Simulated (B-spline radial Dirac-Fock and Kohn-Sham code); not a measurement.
**X-ray scattering factor of V**

System: atomic vanadium, configuration [Ar] 3d5 (not the ground configuration).

The run's input, task.json:

```json
{"items": [{
  "Z": 23,
  "q": 0,
  "cfg": [[1, 0, 2], [2, 0, 2], [2, 1, 6], [3, 0, 2], [3, 1, 6], [3, 2, 5]],
  "A": 51,
  "rrms": 3.6002,
  "do": ["scatter"],
  "s": [0.0, 0.05, 0.1, 0.15, 0.2, 0.25, 0.3, 0.35, 0.4, 0.45, 0.5, 0.6, 0.7, 0.8, 0.9, 1.0, 1.1, 1.2, 1.4, 1.6, 1.8, 2.0, 2.5, 3.0, 3.5, 4.0, 5.0, 6.0],
  "pz": [0, 0.1, 0.2, 0.3, 0.4, 0.5, 0.6, 0.8, 1.0, 1.2, 1.4, 1.6, 1.8, 2.0, 2.5, 3.0, 4.0, 5.0, 7.0, 10.0, 15.0, 20.0, 30.0, 40.0, 60.0, 100.0],
  "hv_scatter": [1000, 2000, 8047.8, 20000, 30000, 50000, 100000, 1000000]
}]}
```

Run with: `python xray_run.py task.json out`

Model: configuration-average Dirac-Fock orbitals. Program: an atomic code on a B-spline grid. f₀ is the Fourier transform of the spherical electron density, S the Waller-Hartree incoherent function, and s = sin θ/λ. The electron scattering factor follows from the Mott-Bethe formula f_e = 0.023934 Å⁻¹·(Z − f₀)/s².

```tsv
s (Å⁻¹)	f₀	S	f_e (Å)
0	23.000	0.000	–
0.05	22.376	0.901	5.976
0.1	20.894	2.673	5.041
0.15	19.121	4.336	4.127
0.2	17.328	5.772	3.394
0.25	15.621	7.068	2.826
0.3	14.054	8.269	2.379
0.35	12.661	9.380	2.020
0.4	11.456	10.398	1.727
0.45	10.438	11.319	1.485
0.5	9.594	12.143	1.283
0.6	8.339	13.512	0.975
0.7	7.497	14.570	0.757
0.8	6.894	15.406	0.602
0.9	6.410	16.100	0.490
1	5.973	16.708	0.408
1.1	5.551	17.256	0.345
1.2	5.134	17.758	0.297
1.4	4.324	18.636	0.228
1.6	3.594	19.352	0.181
1.8	2.983	19.920	0.148
2	2.501	20.364	0.123
2.5	1.755	21.104	0.081
3	1.404	21.557	0.057
3.5	1.218	21.883	0.043
4	1.087	22.139	0.033
5	0.868	22.503	0.021
6	0.676	22.722	0.015
```

f₀ starts at the number of electrons, 23, and has fallen to half at s ≈ 0.40 Å⁻¹. The sum of ⟨r²⟩ over the electrons is 36.38 bohr². It fixes the forward electron scattering factor, f_e(0) = (a₀/3)Σ⟨r²⟩ = 6.416 Å.

Values without a named source are computed, but for edge energies of neutral atoms, which are taken from tables.
